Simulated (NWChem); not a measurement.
C2H5FSe; SMILES CC[Se]F

```xyz
9

Se    -0.3486     0.6633    -0.0794
F      1.4111     0.7858     0.1310
C     -0.4681    -1.1740     0.5140
C      0.3382    -2.1396    -0.3307
H     -1.5517    -1.3843     0.4784
H     -0.1678    -1.1982     1.5726
H      1.3975    -1.8452    -0.3382
H     -0.0178    -2.1565    -1.3712
H      0.2703    -3.1602     0.0788
```
Atoms are numbered in this order, from 1.

Computed with NWChem. Coordinates come from a PBE0/def2-SVP optimisation. Ions are spin-unrestricted doublets at the neutral geometry; other ion states weren't tried.

For level B3LYP/def2-SVP:

```yaml
vertical ionisation energy, ΔSCF (eV): 8.89
"−ε(HOMO) (eV)": 6.10
```

What are these values for level PBE/def2-SVP?


| Quantity | Value |
|---|---|
| vertical ionisation energy, ΔSCF (eV) | 8.62 |
| −ε(HOMO) (eV) | 5.02 |
